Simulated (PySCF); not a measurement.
Geometry (Å), atoms numbered from 1 in this order:
```xyz
13

O    -0.492    1.915   -1.256
Si   -0.390    0.999    0.082
Si   -2.075   -0.535   -0.137
O     1.080    0.285    0.082
Si    2.155   -0.856    0.464
H     0.210    2.505   -1.520
H    -0.318    1.872    1.262
H    -3.386    0.070    0.129
H    -1.941   -1.648    0.815
H    -2.176   -1.161   -1.462
H     3.232   -0.684   -0.508
H     2.598   -0.604    1.835
H     1.498   -2.158    0.352
```

Computed data (PySCF): GIAO PBE0/pcSseg-1 shieldings, geometry from GFN2-xTB. No solvent, fast rotation and ring inversion assumed for equivalent nuclei, non-relativistic Hamiltonian, a single conformation.

Shifts are taken against calculated references (same method and geometry level): 1H (σref 31.72) and 29Si (σref 349.16) vs TMS; H2O for 17O (σref 336.08).

```
      atoms  nucleus  count  Hirshfeld charge  δ (ppm)
H11/H12/H13       1H      3             -0.08        ?
         H7       1H      1             -0.09     5.65
        Si5     29Si      1              0.39    -45.9
         O4      17O      1             -0.31     57.0
         O1      17O      1             -0.31     61.6
  H8/H9/H10       1H      3             -0.07        ?
         H6       1H      1              0.18     2.29
        Si3     29Si      1              0.21   -126.4
        Si2     29Si      1              0.39        ?
```

Q: Complete the table.

A: 
- H11/H12/H13: 5.16 ppm, hydrogen on a silicon bonded to O
- H8/H9/H10: 3.31 ppm, hydrogen on a silicon bonded to Si
- Si2: -15.1 ppm, silicon bonded to 2 O, Si, H

OH/NH shifts are gas-phase values; hydrogen bonding in solution moves them, usually downfield. Experimental scales use liquid or dissolved standards, which lie at an offset from isolated H2O (liquid H2O: subtract about 36 ppm).
